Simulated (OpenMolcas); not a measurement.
Fe2+ among 6 point charges of -2 e arranged as an octahedron (Oh).

```
Program             : OpenMolcas 26.06
Method              : CASSCF
Basis               : ANO-RCC-VDZP [5s4p2d1f]
Scalar Hamiltonian  : DKH2, point nucleus
Active space        : 6 electrons in 5 orbitals (3d)
State averaging     : 2S+1 = 5 even, 5 roots; 2S+1 = 3 even, 45 roots; 2S+1 = 1 even, 50 roots
Spin-orbit coupling : RASSI with atomic mean-field integrals over the reference wave functions
```

All point charges move together. At R = 2 Å the first state of the same spin is 6676 cm-1, and at R = 2.09 Å it is 5511 cm-1.

**Question.** A third run gives 7963 cm-1. What distance was it run at?

**Answer.** With a power law R^-n the two known points give n = -ln(5511 / 6676) / ln(2.09 / 2) = 4.36. Then R = 2 × (6676 / 7963)^(1/4.36) = 1.921 Å. The run was at 1.92 Å, so the estimate is off by +0.001 Å.

An orbital triplet at a regular site is open to Jahn-Teller coupling, which can distort the site and quench the lowest spin-orbit gaps and is left out. Without dynamic correlation the repulsion within the d shell is too large (B by tens of per cent), so at a given field states of lower spin stand too high. This is an electrostatic model: the charges have no orbitals. No measured value stands beside these numbers.
